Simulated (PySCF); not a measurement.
Spinor energies of Kr³⁺ (krypton, charge +3)

Start: [Ar] 3d10 4s2 4p3; 4p3/2 filled at m_j = -1/2, +1/2, +3/2. Calculated with PySCF 2.14 in x2c-TZVPall-2c with one added diffuse shell each of s, p, d type (7s8p5d1f, 63 functions): generalised Hartree-Fock with the X2C-1e Hamiltonian and a Gaussian nucleus; one run each with spin-orbit coupling (SO) switched off, then screened by Boettger's factors. This is a chosen level, not necessarily the ground level.

```csv
spinor shell,electrons,"ε, spin-free (eV)","ε, screened SO (eV)",weight of nominal j (screened SO),"rms radius, screened SO (bohr)"
1s1/2,2,-14445.9,-14445.5,1.000,0.0478
2s1/2,2,-2001.3,-2001.2,1.000,0.199
2p1/2,2,-1768.7,-1805.7,1.000,0.174
2p3/2,4,-1768.7,-1751.0,1.000,0.178
3s1/2,2,-345.52,-345.47,1.000,0.564
3p1/2,2,-268.89,-274.69,0.994,0.574
3p3/2,4,-268.89,-266.07,0.997,0.584
3d3/2,4,-142.09,-142.95,0.951,0.608
4s1/2,2,-66.152,-66.139,1.000,1.58
4p3/2,3,-51.170,-51.170,0.613,1.77
```

Problem. Where does 3d5/2 lie, and what is the 3d spin-orbit splitting (screened SO)?

Solution. At -141.46 eV, 1.495 eV above 3d3/2.

```
   quantity    spin-free  screened SO
E (hartree)  -2785.49780  -2785.66801
        M_J          3/2          3/2
       ⟨J²⟩        3.751        3.751
       ⟨L²⟩        0.000        0.034
       ⟨S²⟩        3.751        3.708
```

Each row is a mean over spinors that exchange with the open shell spreads, by up to 10.551 eV (4s1/2).

Rows whose weight is well below 1 are mixtures of j = l ± 1/2: exchange outweighs spin-orbit coupling there, and the label is only the starting occupation.

Without spin-orbit coupling the j labels of p, d and f shells carry no meaning; the spin-free column gives the mean over the occupied spinors of each nl shell.
